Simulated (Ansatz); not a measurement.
Abridged output of a molecular run in Ansatz:

```
Functional definition: HF
1686 factors; integrals over basis functions are off by at most 1.1e-3 eV
mean field evaluation 1: about -19338.3489 eV, gradient 4.0e1 eV
mean field evaluation 2: about -19338.5696 eV, gradient 4.0e1 eV
mean field evaluation 4: about -19342.5561 eV, gradient 4.1e0 eV
mean field evaluation 8: about -19342.6291 eV, gradient 2.6e-1 eV
mean field evaluation 16: about -19342.6293 eV, gradient 1.8e-6 eV
mean field -19342.62934935 eV, -710.8285176834 hartree, gradient 1.8e-6 eV, S^2 0.000000; 0 other end points of the search recorded, 0 dependent functions left out
13 core orbitals not correlated: weight in the atoms' cores, before any rotation towards them, 1.000 or more for the frozen orbitals, at most 0.000 for the correlated occupied ones
reference -19342.62934935 eV, -710.8285176834 hartree; 15, 15 occupied and 261, 261 virtual orbitals, 1686 factors
second order -21.85189234 eV of doubles, -0.00000000 eV of singles
cycle   1  -22.71063329 eV  change   -8.6e-1 eV  update   1.0e-1
cycle   2  -23.28973304 eV  change   -5.8e-1 eV  update   3.2e-2
cycle   3  -23.41094184 eV  change   -1.2e-1 eV  update   1.6e-2
cycle   4  -23.40236624 eV  change    8.6e-3 eV  update   3.6e-3
cycle   5  -23.40095036 eV  change    1.4e-3 eV  update   1.5e-3
cycle   6  -23.40137117 eV  change   -4.2e-4 eV  update   4.9e-4
cycle   7  -23.40117258 eV  change    2.0e-4 eV  update   1.9e-4
cycle   8  -23.40109833 eV  change    7.4e-5 eV  update   6.9e-5
cycle   9  -23.40112042 eV  change   -2.2e-5 eV  update   3.0e-5
perturbative correction -0.78574552 eV, -0.0288756152 hartree
Total energy: -19366.81621529 eV, -711.7173686124 hartree
```

Its atoms:

```xyz
13

C    -0.428    0.770    1.960
C    -0.055    0.817    0.480
Si    0.011   -0.872   -0.331
F    -1.436   -1.571   -0.136
Al    0.628   -0.826   -2.725
H    -0.460    1.771    2.397
H     0.295    0.182    2.532
H    -1.409    0.313    2.106
H     0.931    1.279    0.344
H    -0.760    1.448   -0.072
H     0.973   -1.713    0.450
H     2.014   -0.163   -3.145
H    -0.303   -1.433   -3.860
```

Q: Which basis set was used?
A. def2-SVPD
B. cc-pV(Q+d)Z
C. def2-TZVPPD
D. def2-TZVPP

A: D. It gives 289 functions.

Q: Write the keys of the input that set method, charge and spin (a neutral closed shell needs none for the last two).

A: 
```yaml
correlation: {method: ccsd_t}
```
